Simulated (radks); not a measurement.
Results of a calculation; reference values are marked as such.
Task: Successive ionisation energies (eV) of one element, from differences of total energies of ions in their ground configurations, starting at charge 0: 6.156, 12.177, 25.153, 44.031, 78.151, 93.156, 108.44, 129.88, 146.65, 163.65, 181.36, 210.26. Level of theory: scalar-relativistic Kohn-Sham, PBE, spin-polarised, spherical densities, finite nucleus; open shells are filled with parallel spins first (spin-orbit coupling, left out, can overturn this in heavy ions); Fermi nuclear charge, rms radius 5.2516 fm (a radial shooting solver on a logarithmic mesh with Libxc functionals). Which element is it?

Result: Erbium (Z = 68). The first species listed is Er in [Xe] 4f12 6s2, the last Er11+ in [Kr] 4d10 4f9 5s2.
